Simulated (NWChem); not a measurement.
System: SiN, doublet; SMILES N#[Si]

Output (shortened):

```
             Northwest Computational Chemistry Package (NWChem) 7.3.0
             --------------------------------------------------------

 ORDER OF PRIMARY AXIS IS BEING SET TO 4
 C4V symmetry detected

                             Geometry "geometry" -> ""
                             -------------------------

 Output coordinates in angstroms (scale by  1.889725989 to convert to a.u.)

  No.       Tag          Charge          X              Y              Z
 ---- ---------------- ---------- -------------- -------------- --------------
    1 Si                  14.0000     0.00000000     0.00000000    -0.52496500
    2 N                    7.0000     0.00000000     0.00000000     1.04993000

 Effective nuclear repulsion energy (a.u.)      32.9287796342

      Symmetry information
      --------------------

 Group name             C4v
 Group number             18
 Group order               8
 No. of unique centers     2

                                 NWChem DFT Module
                                 -----------------

 Summary of "ao basis" -> "ao basis" (spherical)
 ------------------------------------------------------------------------------
       Tag                 Description            Shells   Functions and Types
 ---------------- ------------------------------  ------  ---------------------
 Si                         def2-svp                 8       18   4s3p1d
 N                          def2-svp                 6       14   3s2p1d

      Symmetry analysis of basis
      --------------------------

        a1         14
        a2          0
        b1          2
        b2          2
        e          14

            General Information
            -------------------
          SCF calculation type: DFT
          Wavefunction type:  spin polarized.
          No. of atoms     :     2
          No. of electrons :    21
           Alpha electrons :    11
            Beta electrons :    10
          Charge           :     0
          Spin multiplicity:     2
          Use of symmetry is: on ; symmetry adaption is: on
          Maximum number of iterations: 150
          AO basis - number of functions:    32
                     number of shells:    14
          Convergence on energy requested:  1.00D-06
          Convergence on density requested:  1.00D-05
          Convergence on gradient requested:  5.00D-04

              XC Information
              --------------
                        M06-L Method XC Functional
                         M06-L Exchange Functional  1.000
                       M06-L Correlation Potential  1.000

             Grid Information
             ----------------
          Grid used for XC integration:  medium
          Radial quadrature: Mura-Knowles
          Angular quadrature: Lebedev.
          Tag              B.-S. Rad. Rad. Pts. Rad. Cut. Ang. Pts.
          ---              ---------- --------- --------- ---------
          Si                  1.10       88           6.0       590
          N                   0.65       49           7.0       434
          Grid pruning is: on
          Number of quadrature shells:   137
          Spatial weights used:  Erf1

      Superposition of Atomic Density Guess
      -------------------------------------

 Sum of atomic energies:        -342.98272593

      Non-variational initial energy
      ------------------------------

 Total energy =    -343.017669
 1-e energy   =    -539.501133
 2-e energy   =     163.554685
 HOMO         =      -0.270856
 LUMO         =       0.001086

   Symmetry analysis of molecular orbitals - initial alpha
   -------------------------------------------------------

 !! scf_movecs_sym_adapt:    4 vectors were symmetry contaminated

  Symmetry fudging

 !! scf_movecs_sym_adapt:    4 vectors were symmetry contaminated

  Numbering of irreducible representations:

     1 a1          2 a2          3 b1          4 b2          5 e

  Orbital symmetries:

     1 a1          2 a1          3 a1          4 a1          5 e
     6 e           7 a1          8 a1          9 e          10 e
    11 a1         12 e          13 e          14 a1         15 a1
    16 e          17 e          18 a1         19 b1         20 b2
    21 e

   Symmetry analysis of molecular orbitals - initial beta
   ------------------------------------------------------

 !! scf_movecs_sym_adapt:    4 vectors were symmetry contaminated

  Symmetry fudging

 !! scf_movecs_sym_adapt:    4 vectors were symmetry contaminated

  Numbering of irreducible representations:

     1 a1          2 a2          3 b1          4 b2          5 e

  Orbital symmetries:

     1 a1          2 a1          3 a1          4 a1          5 e
     6 e           7 a1          8 a1          9 e          10 e
    11 a1         12 e          13 e          14 a1         15 a1
    16 e          17 e          18 a1         19 b1         20 b2
    21 e

     ---------------------------------------------
      Total Density - Mulliken Population Analysis
     ---------------------------------------------

    Atom       Charge   Shell Charges
 -----------   ------   -------------------------------------------------------
    1 Si  14    12.89   2.00  1.99  1.13  0.50  5.93  0.61  0.58  0.14
    2 N    7     8.11   1.99  1.17  0.65  2.41  1.88  0.01

     --------------------------------------------
      Spin Density - Mulliken Population Analysis
     --------------------------------------------

    Atom       Charge   Shell Charges
 -----------   ------   -------------------------------------------------------
    1 Si  14     0.57   0.00  0.00  0.10  0.21  0.00  0.16  0.09  0.01
    2 N    7     0.43  -0.00 -0.00  0.01  0.28  0.13  0.00

   convergence    iter        energy       DeltaE   RMS-Dens  Diis-err
 ---------------- ----- ----------------- --------- --------- ---------
 d= 0,ls=0.0,diis     1   -343.8157262850 -3.77D+02  5.12D-02  1.82D-01
                                                     4.65D-02  2.28D-01
 d= 0,ls=0.0,diis     2   -341.2703322305  2.55D+00  4.56D-02  3.11D+00
                                                     3.44D-02  2.18D+00
 d= 0,ls=0.0,diis     3   -343.9569731527 -2.69D+00  3.48D-03  1.87D-02
                                                     6.77D-03  1.52D-02
 d= 0,ls=0.0,diis     4   -343.9704381696 -1.35D-02  1.14D-03  3.08D-03
                                                     1.07D-03  1.65D-03
 d= 0,ls=0.0,diis     5   -343.9640310495  6.41D-03  1.15D-03  3.02D-03
                                                     1.26D-03  2.24D-03
  Resetting Diis
 d= 0,ls=0.0,diis     6   -343.9655772202 -1.55D-03  1.42D-03  1.24D-03
                                                     1.52D-03  8.04D-04
 d= 0,ls=0.0,diis     7   -343.9665818752 -1.00D-03  5.24D-04  4.55D-05
                                                     4.51D-04  1.19D-05
 d= 0,ls=0.0,diis     8   -343.9664370898  1.45D-04  2.69D-04  2.80D-04
                                                     3.93D-04  3.66D-04
 d= 0,ls=0.0,diis     9   -343.9666237093 -1.87D-04  1.64D-04  1.24D-05
                                                     8.71D-05  1.85D-06
 d= 0,ls=0.0,diis    10   -343.9666355995 -1.19D-05  1.35D-04  1.17D-06
                                                     1.52D-04  1.37D-06
 d= 0,ls=0.0,diis    11   -343.9666420066 -6.41D-06  6.59D-05  8.78D-07
                                                     4.66D-05  1.57D-07
 d= 0,ls=0.0,diis    12   -343.9666430020 -9.95D-07  1.30D-05  4.50D-08
                                                     6.10D-06  1.54D-08
 d= 0,ls=0.0,diis    13   -343.9666432392 -2.37D-07  1.29D-06  3.18D-10
                                                     3.06D-06  1.05D-09

         Total DFT energy =     -343.966643239181
      One electron energy =     -540.409657917760
           Coulomb energy =      191.188039449773
    Exchange-Corr. energy =      -27.673804405373
 Nuclear repulsion energy =       32.928779634179

 Numeric. integr. density =       20.999999817772

                  Occupations of the irreducible representations
                  ----------------------------------------------

                     irrep           alpha         beta
                     --------     --------     --------
                     a1                7.0          6.0
                     a2                0.0          0.0
                     b1                0.0          0.0
                     b2                0.0          0.0
                     e                 4.0          4.0

                    DFT Final Alpha Molecular Orbital Analysis
                    ------------------------------------------

 Vector    9  Occ=1.000000D+00  E=-2.880289D-01  Symmetry=a1
              MO Center= -1.4D-15,  2.1D-15, -2.0D-01, r^2= 2.5D+00
   Bfn.  Coefficient  Atom+Function         Bfn.  Coefficient  Atom+Function
  ----- ------------  ---------------      ----- ------------  ---------------
    24      0.442503  2 N  pz                10      0.342110  1 Si pz
     4     -0.328046  1 Si s                  3     -0.308769  1 Si s
    27     -0.260425  2 N  pz                13      0.258245  1 Si pz
     7     -0.184917  1 Si pz                 2     -0.182168  1 Si s
    21     -0.142006  2 N  s                 16      0.048642  1 Si d  0

 Vector   10  Occ=1.000000D+00  E=-2.763215D-01  Symmetry=e
              MO Center= -8.7D-16, -1.5D-15,  7.1D-01, r^2= 1.3D+00
   Bfn.  Coefficient  Atom+Function         Bfn.  Coefficient  Atom+Function
  ----- ------------  ---------------      ----- ------------  ---------------
    23      0.463347  2 N  py                26     -0.321339  2 N  py
    22      0.275316  2 N  px                 9     -0.192129  1 Si py
    12     -0.190496  1 Si py                25     -0.190936  2 N  px
     8     -0.114161  1 Si px                11     -0.113191  1 Si px
     6      0.105472  1 Si py                 5      0.062670  1 Si px

 Vector   11  Occ=1.000000D+00  E=-2.763215D-01  Symmetry=e
              MO Center=  1.9D-15, -1.1D-15,  7.1D-01, r^2= 1.3D+00
   Bfn.  Coefficient  Atom+Function         Bfn.  Coefficient  Atom+Function
  ----- ------------  ---------------      ----- ------------  ---------------
    22      0.463347  2 N  px                25     -0.321339  2 N  px
    23     -0.275316  2 N  py                 8     -0.192129  1 Si px
    11     -0.190496  1 Si px                26      0.190936  2 N  py
     9      0.114161  1 Si py                12      0.113191  1 Si py
     5      0.105472  1 Si px                 6     -0.062670  1 Si py

 Vector   12  Occ=0.000000D+00  E=-8.283767D-02  Symmetry=e
              MO Center= -2.8D-16,  4.7D-17, -4.0D-01, r^2= 2.6D+00
   Bfn.  Coefficient  Atom+Function         Bfn.  Coefficient  Atom+Function
  ----- ------------  ---------------      ----- ------------  ---------------
    12      0.624908  1 Si py                 9      0.340251  1 Si py
    11     -0.331296  1 Si px                26     -0.315106  2 N  py
    23      0.292118  2 N  py                 8     -0.180385  1 Si px
     6     -0.172501  1 Si py                25      0.167054  2 N  px
    22     -0.154867  2 N  px                15     -0.100025  1 Si d -1

 Vector   13  Occ=0.000000D+00  E=-8.283767D-02  Symmetry=e
              MO Center= -1.4D-16, -3.6D-16, -4.0D-01, r^2= 2.6D+00
   Bfn.  Coefficient  Atom+Function         Bfn.  Coefficient  Atom+Function
  ----- ------------  ---------------      ----- ------------  ---------------
    11      0.624908  1 Si px                 8      0.340251  1 Si px
    12      0.331296  1 Si py                25     -0.315106  2 N  px
    22      0.292118  2 N  px                 9      0.180385  1 Si py
     5     -0.172501  1 Si px                26     -0.167054  2 N  py
    23      0.154867  2 N  py                17      0.100025  1 Si d  1

 Vector   14  Occ=0.000000D+00  E= 5.264783D-02  Symmetry=a1
              MO Center= -4.8D-17,  7.1D-17, -3.9D-01, r^2= 3.4D+00
   Bfn.  Coefficient  Atom+Function         Bfn.  Coefficient  Atom+Function
  ----- ------------  ---------------      ----- ------------  ---------------
    13      1.282788  1 Si pz                21     -1.063710  2 N  s
     4      0.950493  1 Si s                 27      0.366546  2 N  pz
    16     -0.196661  1 Si d  0              24     -0.188804  2 N  pz
    10      0.161303  1 Si pz                20     -0.158343  2 N  s
    19     -0.093005  2 N  s                  2      0.086591  1 Si s

                     DFT Final Beta Molecular Orbital Analysis
                     -----------------------------------------

 Vector    8  Occ=1.000000D+00  E=-3.569803D-01  Symmetry=a1
              MO Center= -5.2D-17,  1.5D-16, -3.8D-01, r^2= 2.2D+00
   Bfn.  Coefficient  Atom+Function         Bfn.  Coefficient  Atom+Function
  ----- ------------  ---------------      ----- ------------  ---------------
     3      0.695331  1 Si s                  2      0.406574  1 Si s
     4      0.306059  1 Si s                 21     -0.281664  2 N  s
    20     -0.262122  2 N  s                 24      0.152317  2 N  pz
    13     -0.134058  1 Si pz                19     -0.124374  2 N  s
    10     -0.108265  1 Si pz                27     -0.094410  2 N  pz

 Vector    9  Occ=1.000000D+00  E=-2.520759D-01  Symmetry=e
              MO Center= -3.3D-16, -1.7D-16,  5.2D-01, r^2= 1.6D+00
   Bfn.  Coefficient  Atom+Function         Bfn.  Coefficient  Atom+Function
  ----- ------------  ---------------      ----- ------------  ---------------
    22      0.462911  2 N  px                25     -0.333406  2 N  px
    11     -0.307353  1 Si px                 8     -0.281772  1 Si px
     5      0.150440  1 Si px                17      0.077939  1 Si d  1
    23     -0.035834  2 N  py                26      0.025809  2 N  py

 Vector   10  Occ=1.000000D+00  E=-2.520759D-01  Symmetry=e
              MO Center=  2.5D-18,  2.7D-16,  5.2D-01, r^2= 1.6D+00
   Bfn.  Coefficient  Atom+Function         Bfn.  Coefficient  Atom+Function
  ----- ------------  ---------------      ----- ------------  ---------------
    23      0.462911  2 N  py                26     -0.333406  2 N  py
    12     -0.307353  1 Si py                 9     -0.281772  1 Si py
     6      0.150440  1 Si py                15     -0.077939  1 Si d -1
    22      0.035834  2 N  px                25     -0.025809  2 N  px

 Vector   11  Occ=0.000000D+00  E=-2.004434D-01  Symmetry=a1
              MO Center= -1.6D-16, -5.8D-16,  4.9D-01, r^2= 2.3D+00
   Bfn.  Coefficient  Atom+Function         Bfn.  Coefficient  Atom+Function
  ----- ------------  ---------------      ----- ------------  ---------------
    24      0.468205  2 N  pz                27     -0.339194  2 N  pz
    10      0.327936  1 Si pz                21     -0.305602  2 N  s
     4     -0.294337  1 Si s                 13      0.261028  1 Si pz
     7     -0.176812  1 Si pz                20     -0.107655  2 N  s
    19     -0.061998  2 N  s                 16      0.047352  1 Si d  0

 Vector   12  Occ=0.000000D+00  E=-6.813513D-02  Symmetry=e
              MO Center= -2.2D-16, -1.5D-16, -2.1D-01, r^2= 2.7D+00
   Bfn.  Coefficient  Atom+Function         Bfn.  Coefficient  Atom+Function
  ----- ------------  ---------------      ----- ------------  ---------------
    12      0.673095  1 Si py                26     -0.427148  2 N  py
    23      0.385616  2 N  py                 9      0.350885  1 Si py
     6     -0.175900  1 Si py                15     -0.102723  1 Si d -1
    11     -0.082258  1 Si px                25      0.052201  2 N  px
    22     -0.047125  2 N  px                 8     -0.042881  1 Si px

[...]
```

Level: M06-L/def2-SVP, spin-unrestricted. Geometry: optimised at PBE0/def2-SVP, spin-unrestricted. No stability test was run on the SCF state.

Question: Write an input that gives this output.

Answer: Several could match; the one computed here: the input that was run:
```
start job
memory heap 200 mb stack 900 mb global 1100 mb
geometry units angstroms noautoz
  Si     0.000000     0.000000    -0.526387
  N      0.000000     0.000000     1.048508
end
basis spherical
  Si library def2-svp
  N library def2-svp
end
dft
  odft
  mult 2
  xc m06-l
  iterations 150
  mulliken
end
task dft energy
```
